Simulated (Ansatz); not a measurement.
Ansatz (a quantum-chemistry and plane-wave program) input (wB97X-V/def2-TZVPD):

Ansatz 0.2 input:
```yaml
crystal:
  periodic: [false, false, false]
  atoms:
    - {symbol: P, position_ang: [1.94572368, 0.20998276, -0.22772611]}
    - {symbol: Si, position_ang: [-0.24252263, 0.78516422, -0.23910621]}
    - {symbol: P, position_ang: [-1.62812396, -0.82109801, 0.56960834]}
    - {symbol: H, position_ang: [1.89805541, -0.33220133, 1.08231277]}
    - {symbol: H, position_ang: [1.75516431, -1.05368616, -0.85361889]}
    - {symbol: H, position_ang: [-0.59107663, 1.28288032, -1.59838451]}
    - {symbol: H, position_ang: [-2.81686190, -0.13036634, 0.21471213]}
    - {symbol: H, position_ang: [-1.61396019, -1.59219658, -0.62576807]}
basis:
  gaussian:
    orbitals: def2-TZVPD
hamiltonian:
  xc: {name: wB97X-V}
magnetization: {spin_polarized: true, initial_magnetization: 1}
output: {forces: true}
```

Output:

```
Functional definition: wB97X-V
integrals: 0.14 GiB planned
1095 factors; their error is unknown
integrals: 0.18 GiB planned
390 factors; integrals over basis functions are off by at most 7.0e-6 eV
0.31 GiB of the device are held for the grids
1.35 GiB of device memory are held for the factors and their scratch space
mean field: 1.09 GiB planned
mean field evaluation 1: about -26531.2079 eV, gradient 8.1e0 eV
mean field evaluation 2: about -26531.8543 eV, gradient 3.7e0 eV
mean field evaluation 4: about -26531.9702 eV, gradient 3.2e-1 eV
mean field evaluation 8: about -26532.0026 eV, gradient 1.1e-1 eV
mean field evaluation 16: about -26532.0027 eV, gradient 2.3e-4 eV
mean field -26532.00269879 eV, -975.0331151433 hartree, gradient 3.3e-5 eV, S^2 0.752685; 0 other end points of the search recorded, 0 dependent functions left out
the calculation of the forces begins
reference -26532.00269713 eV, -975.0331150821 hartree; 25, 24 occupied and 149, 150 virtual orbitals, 1095 factors
Total energy: -26532.00269713 eV, -975.0331150821 hartree
Atom 0 at     1.945724     0.209983    -0.227726 Å, force    -0.193956    -0.041308     0.034979 eV/Å
Atom 1 at    -0.242523     0.785164    -0.239106 Å, force     0.077587    -0.162868     0.075418 eV/Å
Atom 2 at    -1.628124    -0.821098     0.569608 Å, force     0.074657     0.136491    -0.163738 eV/Å
Atom 3 at     1.898055    -0.332201     1.082313 Å, force     0.011343     0.027458    -0.025412 eV/Å
Atom 4 at     1.755164    -1.053686    -0.853619 Å, force     0.002570     0.050830     0.005474 eV/Å
Atom 5 at    -0.591077     1.282880    -1.598385 Å, force    -0.028264    -0.013715    -0.000737 eV/Å
Atom 6 at    -2.816862    -0.130366     0.214712 Å, force     0.046032    -0.010694     0.026351 eV/Å
Atom 7 at    -1.613960    -1.592197    -0.625768 Å, force     0.010031     0.013805     0.047666 eV/Å
Dipole moment:    -0.124882    -0.070131    -0.090513 e Å
```

It need not be the lowest isomer of its formula.
